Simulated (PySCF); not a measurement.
**Working out the ionisation energy of Cl¹³⁺**

Cl¹³⁺ [He] 2s2 (1S) → Cl¹⁴⁺ [He] 2s1 (2S). All numbers are calculated (PySCF 2.14, scalar relativity by spin-free X2C-1e, in an even-tempered Gaussian basis (19 s from 2.1 bohr⁻², ratio 2.2; 9 p from 3.4 bohr⁻², ratio 2.4; 6 d from 10 bohr⁻², ratio 2.4; 5 f from 15 bohr⁻², ratio 2.4; 4 g from 23 bohr⁻², ratio 2.4)). Frozen: nothing; the 12 highest virtual orbitals dropped. Energies in hartree (1 hartree = 27.21139 eV):

| part | Cl¹³⁺ (lower) | Cl¹⁴⁺ (upper) |
| --- | --- | --- |
| UHF | -336.634106 | -309.254335 |
| MP2 opposite-spin | -0.168974 | -0.049806 |
| MP2 same-spin | -0.003607 | -0.001852 |

Q: What does Hartree-Fock give?

A: (-309.254335) − (-336.634106) = 27.379771 hartree = 745.042 eV.

Q: What do MP2 and SCS-MP2 (6/5 opposite-spin, 1/3 same-spin) give?

A: The opposite-spin parts differ by 3.243 eV and the same-spin parts by 0.048 eV. MP2: 745.042 + (3.243) + (0.048) = 748.333 eV. SCS-MP2: 745.042 + 1.2 × (3.243) + (0.048)/3 = 748.950 eV.

A first-order spin-orbit estimate adds 0.000 eV to MP2 (all electrons), giving 748.333 eV against 750.23 ± 0.19 eV (semi-empirical (NIST evaluation); NIST Atomic Spectra Database, ionization energies).

What remains against the reference includes basis incompleteness and correlation beyond second order.
